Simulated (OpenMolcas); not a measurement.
Pt4+ (d6) among equal point charges was computed by CASSCF with the d shell active (OpenMolcas, ANO-RCC-VDZP on the metal). Its lowest spin-free states, and all those of the highest spin:

```tsv
2S+1	Degeneracy	E (cm-1)
5	2	0.0
5	3	3712
3	3	17600
3	2	19533
3	3	20920
3	3	20951
3	1	22730
3	3	23467
3	1	23866
3	3	24425
3	2	25342
3	3	25874
```

Is the site octahedral, tetrahedral or cube-like, axial, or of lower symmetry?

The states with 2S+1 = 5 have orbital degeneracies 2, 3. Threefold states need a cubic site. For d6 at this spin an octahedron puts the threefold T2 below the twofold E and a tetrahedron or cube puts the twofold E below the threefold T2, so the site is a tetrahedron or a cube, which this pattern cannot tell apart. The first gap at this spin, 3710 cm-1, is |10Dq| in ligand-field theory. The run had Pt4+ among 4 point charges of -1.62 e arranged as a tetrahedron (Td), 1.89 Å from the ion.

Spin-orbit coupling mixes the spin-free states strongly: the lowest level takes only 61 % from its leading state, 5E. An orbital doublet at a regular site is open to a Jahn-Teller distortion, which this geometry leaves out. Without dynamic correlation the repulsion within the d shell is too large (B by tens of per cent), so at a given field states of lower spin stand too high. Point charges give a weaker field than real ligands, and real ions of this kind are as a rule low spin; the high spin found here belongs to the model. The ground term spreads over less than 5000 cm-1, several times less than with real ligands, so orbital moments are less quenched and χT lies further from the spin-only value than at real sites. Point charges carry no covalency, so the field is a model and not that of real ligands. No measured value stands beside these numbers.
